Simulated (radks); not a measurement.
Species: Ca. Configuration: [Ar] 3d2 (not the ground configuration). Calculated with a radial shooting solver on a logarithmic mesh with Libxc functionals: non-relativistic Kohn-Sham, r2SCAN, spin-unpolarised, spherical densities, point nucleus; meta-GGA in the generalised Kohn-Sham scheme.

Normalised radial functions P(r) = r R(r), r in bohr:

r	1s	3p	3d
0.01206	1.6561	0.0106	0.0000
0.01381	1.8320	0.0137	0.0001
0.01595	2.0275	0.0179	0.0001
0.01843	2.2291	0.0233	0.0001
0.02128	2.4323	0.0302	0.0002
0.02438	2.6202	0.0384	0.0003
0.02815	2.8075	0.0494	0.0004
0.03252	2.9739	0.0631	0.0006
0.03755	3.1088	0.0801	0.0009
0.04337	3.2008	0.1010	0.0013
0.04969	3.2378	0.1246	0.0019
0.05738	3.2143	0.1541	0.0027
0.06627	3.1186	0.1886	0.0040
0.07653	2.9469	0.2276	0.0058
0.08768	2.7170	0.2682	0.0082
0.1013	2.4104	0.3137	0.0117
0.1169	2.0550	0.3597	0.0165
0.1351	1.6741	0.4026	0.0231
0.156	1.2948	0.4377	0.0318
0.1787	0.9627	0.4586	0.0427
0.2064	0.6593	0.4615	0.0573
0.2383	0.4180	0.4378	0.0758
0.2753	0.2424	0.3813	0.0987
0.3154	0.1320	0.2940	0.1245
0.3642	0.0619	0.1651	0.1563
0.4206	0.0255	0.0023	0.1922
0.4858	0.0090	-0.1857	0.2315
0.561	0.0027	-0.3870	0.2737
0.6427	0.0007	-0.5727	0.3144
0.7423	0.0001	-0.7435	0.3556
0.8572	0.0000	-0.8696	0.3931
0.99	0.0000	-0.9345	0.4229
1.134	0.0000	-0.9342	0.4421
1.31	0.0000	-0.8734	0.4523
1.513	0.0000	-0.7636	0.4521
1.747	0.0000	-0.6240	0.4423
2.018	0.0000	-0.4755	0.4254
2.312	0.0000	-0.3434	0.4069
2.67	0.0000	-0.2247	0.3882
3.083	0.0000	-0.1347	0.3703
3.561	0.0000	-0.0734	0.3524
4.079	0.0000	-0.0375	0.3354
4.711	0.0000	-0.0164	0.3160
5.441	0.0000	-0.0062	0.2941
6.284	0.0000	-0.0020	0.2687
7.257	0.0000	-0.0005	0.2391
8.314	0.0000	-0.0001	0.2071
9.602	0.0000	0.0000	0.1700
11.09	0.0000	0.0000	0.1314
12.81	0.0000	0.0000	0.0944
14.67	0.0000	0.0000	0.0640
16.94	0.0000	0.0000	0.0387
19.57	0.0000	0.0000	0.0211

1s: eigenvalue -3943.5 eV, 0 radial nodes, <r> = 0.0774 bohr, 90 % of the charge inside 0.138 bohr. 3p: eigenvalue -26.560 eV, 1 radial node at r = 0.421 bohr, <r> = 1.30 bohr, 90 % of the charge inside 2.01 bohr. 3d: eigenvalue -0.687 eV, 0 radial nodes, <r> = 4.40 bohr, 90 % of the charge inside 8.87 bohr.
